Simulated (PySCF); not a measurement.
## Dipole response of Se⁺ (selenium, charge +1)

[Ar] 3d10 4s2 4p3, high-spin 4S determinant. Calculation: PySCF 2.14, in aug-cc-pwCVTZ-PP with ECP10MDF (8s7p6d4f1g, 96 functions); scalar relativity through the core potential. Coupled (time-dependent) response in atomic units; α is the mean over directions.

```tsv
method	mean α (bohr³)	C₆ (like pair)	S(−4)
r2SCAN0	14.05	88.78	44.89
```

S(−4) is the Cauchy moment in α(ω) = α(0) + S(−4) ω² + …

α(iu) at r2SCAN0:

```
u (hartree)  α(iu) (bohr³)
          0          14.05
     0.0500          13.94
      0.100          13.62
      0.200          12.49
      0.300          11.00
      0.500          8.072
      0.750          5.440
       1.00          3.822
       1.50          2.173
       2.00          1.427
       3.00         0.7921
       5.00         0.3860
```

For an ion, C₆ is the dispersion term alone; charge-induced terms of lower order in 1/R come first.

Energies and moments cover only the electrons outside the core potential.
